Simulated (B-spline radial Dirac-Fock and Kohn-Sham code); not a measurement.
## Dipole and non-dipole photoemission parameters of V⁺ 2p1/2

System: V⁺ in the configuration [Ar] 3d4; threshold 532.5 eV (orbital energy of the model). Level of theory: Dirac-Hartree-Slater photoionisation with a Latter tail; cross sections with all multipoles, angular parameters from the dipole term and its interference with E2; an atomic code on a B-spline grid.

The run's input, task.json:

```json
{"items": [{
  "Z": 23,
  "q": 1,
  "cfg": [[1, 0, 2], [2, 0, 2], [2, 1, 6], [3, 0, 2], [3, 1, 6], [3, 2, 4]],
  "A": 51,
  "rrms": 3.6002,
  "do": "xps",
  "hv": [52.7, 63.1, 70.3, 72.8, 80, 92.8, 104.0, 600, 730.0, 1020.0, 1040.0, 1080.0, 1253.6, 1300.0, 1380.0, 1486.9, 1690.0, 1930.0, 2000, 2070.0, 2950.0, 2984.4, 3940.0, 4000, 5140.0, 5160.0, 7650.0, 8980.0, 11800.0, 15000]
}]}
```

Launch: `python xray2_run.py task.json out`

For linearly polarised light dσ/dΩ = σ/(4π) [1 + β P₂(cos θ) + (δ + γ cos²θ) sin θ cos φ], with θ from the polarisation vector and φ the angle between the beam and the projection of the electron momentum on the plane normal to the polarisation.

```
hν (eV)  σ (kb)      β       γ      δ
    600     479  1.046  -0.086  0.008
    730     299  1.346  -0.011  0.014
   1020     127  1.459   0.182  0.021
   1040     121  1.460   0.193  0.022
   1080     109  1.461   0.216  0.022
 1253.6    72.7  1.452   0.308  0.026
   1300    65.7  1.447   0.330  0.027
   1380    55.5  1.438   0.366  0.029
 1486.9    44.9  1.424   0.412  0.031
   1690    31.0  1.393   0.489  0.036
   1930    21.0  1.354   0.567  0.042
   2000    18.9  1.342   0.588  0.043
   2070    17.1  1.331   0.608  0.045
   2950    5.78  1.193   0.805  0.068
 2984.4    5.57  1.188   0.812  0.069
   3940    2.30  1.063   0.951  0.094
   4000    2.19  1.056   0.959  0.096
   5140       ?      ?       ?      ?
   5160   0.953  0.936   1.077  0.126
   7650   0.252  0.752   1.242  0.188
   8980   0.145  0.680   1.306  0.218
  11800  0.0553  0.566   1.409  0.277
  15000  0.0234  0.474   1.496  0.337
```

Question: Give the values at 5140 eV.

Answer: σ = 0.965 kb, β = 0.938, γ = 1.075, δ = 0.126.

Values without a named source are computed, but for edge energies of neutral atoms, which are taken from tables.
